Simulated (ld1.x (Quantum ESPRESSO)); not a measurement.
**What one change does to a pseudopotential (Lu (Z = 71), TM semilocal)**

lutetium, norm-conserving Troullier–Martins (semilocal form), made with ld1.x (Quantum ESPRESSO) 7.5 (PBE, scalar-relativistic). Core [Xe] 4f14, reference 5d1 6s1 6p0 (charge +1). Waves: 6s (bound): rc 2.20 bohr; 6p (bound, empty): rc 2.70 bohr; 5d (bound): rc 2.35 bohr. Local part: the d channel. Core correction: none.

All-electron outer shells of the reference configuration (PBE, scalar-relativistic, ld1.x):

```tsv
shell	level (eV)	outermost node (bohr)	outermost maximum (bohr)
4f	-16.33	–	0.47
6s	-10.21	1.41	2.93
5d	-7.87	0.68	1.80
6p	-6.02	1.71	3.81
```

Change: all radii scaled by about 1.35 (s 2.98, p 3.64, d 3.18 bohr).

Cutoffs: the cutoffs (Ry, on a coarse ladder) from which the occupation-weighted sum of valence levels, in a spherical-Bessel basis at the reference potential, stays within 10 and 1 mRy of its value at 400 Ry; they do not see the model core or the augmentation charge, which bear on the density cutoff. Errors are all-electron minus pseudo energies relative to the spin-unpolarised reference configuration.

**Question.** How do hardness, ghosts and transferability respond?

**Answer.** The potential gets softer (18 Ry and 30 Ry → 15 Ry and 18 Ry); of the 7 tests that both files solve, the error grows in 0 and shrinks in 6 by more than 15 % and 0.3 meV (median size 154.5 → 122.8 meV); neither file shows a bound ghost. A larger radius leaves more room for a smooth pseudo-wave, so fewer plane waves are needed. That the errors move this way runs against the usual rule that smaller radii transfer better. A semilocal file is local in each channel, so a ghost entry of none says nothing of the separable form that plane-wave codes build from it.

| quantity | base | changed |
| --- | --- | --- |
| cutoff, loose | 18 Ry | 15 Ry |
| cutoff, tight | 30 Ry | 18 Ry |
| loose cutoff by channel (10 mRy a level) | s 12 Ry, d 18 Ry | s 6 Ry, d 15 Ry |
| bound ghosts | none | none |
| error for 5d1 6s2 6p0, meV [ΔE -7.37 eV] | +32 | +24 |
| error for 5d1 6s0 6p0, meV [ΔE 13.28 eV] | +196 | +172 |
| error for 5d1 6s1.5 6p0, meV [ΔE -4.38 eV] | +12 | +9.9 |
| error for 5d2 6s0 6p0, meV [ΔE 2.53 eV] | +154 | +123 |
| error for 5d0 6s2 6p0, meV [ΔE -2.11 eV] | +347 | +236 |
| error for 5d0 6s2 6p1, meV [ΔE -6.42 eV] | +323 | +243 |
| error for 5d1.5 6s1.5 6p0, meV [ΔE -5.88 eV] | +18 | +13 |
